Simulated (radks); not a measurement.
Question: The xenon ion Xe+, 53 electrons, occupied as [Kr] 4d10 5s2 5p5. Calculated with a radial shooting solver on a logarithmic mesh with Libxc functionals: scalar-relativistic Kohn-Sham, PBE, spin-polarised, spherical densities, point nucleus; open shells are filled with parallel spins first (spin-orbit coupling, left out, can overturn this in heavy ions). Some entries of the table are withheld. Estimate them.

orbital  occ.  eigenvalue (hartree)  <r> (bohr)
1s up       1             -1263.575     0.02666
1s down     1             -1263.574     0.02666
2s up       1             -196.9644      0.1146
2s down     1             -196.9637      0.1146
2p up       3             -176.7668      0.1003
2p down     3             -176.7656      0.1003
3s up       1             -40.58298      0.3064
3s down     1             -40.58174      0.3064
3p up       3             -34.06068      0.3044
3p down     3             -34.05926      0.3044
3d up       5             -24.39163      0.2809
3d down     5             -24.39027      0.2809
4s up       1              -7.62720      0.7167
4s down     1              -7.62430      0.7166
4p up       3              -5.56205      0.7648
4p down     3              -5.55909      0.7647
4d up       5                   (1)      0.8766
4d down     5                   (2)      0.8753
5s up       1              -1.08055       1.825
5s down     1              -1.05487       1.824
5p up       3              -0.63725       2.183
5p down     2              -0.61100       2.194

Answer: 
(1) 4d up eigenvalue (hartree): -2.55259
(2) 4d down eigenvalue (hartree): -2.54823
